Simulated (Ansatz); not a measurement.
BrCl2HSn, SMILES `[Cl][SnH]([Cl])[Br]`. Charge 0, multiplicity 1. Sn takes the def2 core potential.

Z-matrix (Å, degrees):
```
Sn
Cl 1 2.303
Br 1 2.448 2 107.9
Cl 1 2.303 2 107.0 3 115.9
H 1 1.693 2 110.8 3 -123.2
```

**Question.** What are the harmonic wavenumbers in cm⁻¹ at PBE0-D4/def2-TZVP (Ansatz, finite differences of forces, unscaled)? (An estimate is asked.)

**Answer.** Ansatz gave: 89, 102, 121, 270, 382, 390, 551, 555, 1994.

**Question.** Is this a minimum?

**Answer.** Yes, all 9 modes are real.

**Question.** Give the ideal-gas thermochemistry at 298.15 K and 1 bar (rigid rotor, harmonic oscillator; point group Cs, symmetry number 1).

**Answer.** Zero-point energy 26.6 kJ/mol; H(298) − E = 46.2 kJ/mol; entropy 366.3 J/(mol·K), of which translation 178.7, rotation 125.3, vibration 62.2; G(298) − E = -63.0 kJ/mol. Modes under 100 cm⁻¹ are hindered rotations or soft bends, so the harmonic entropy is rough.

**Question.** And at 400, 500, 600, 800 and 1000 K?

**Answer.** 
```tsv
T (K)	H − E (kJ/mol)	S (J/mol/K)	G − E (kJ/mol)
400	55.3	392.6	-101.7
500	64.7	413.6	-142.1
600	74.4	431.2	-184.3
800	94.2	459.7	-273.5
1000	114.6	482.4	-367.8
```

**Question.** Rotational constants (cm⁻¹)?

**Answer.** 0.05776, 0.03288, 0.02384.
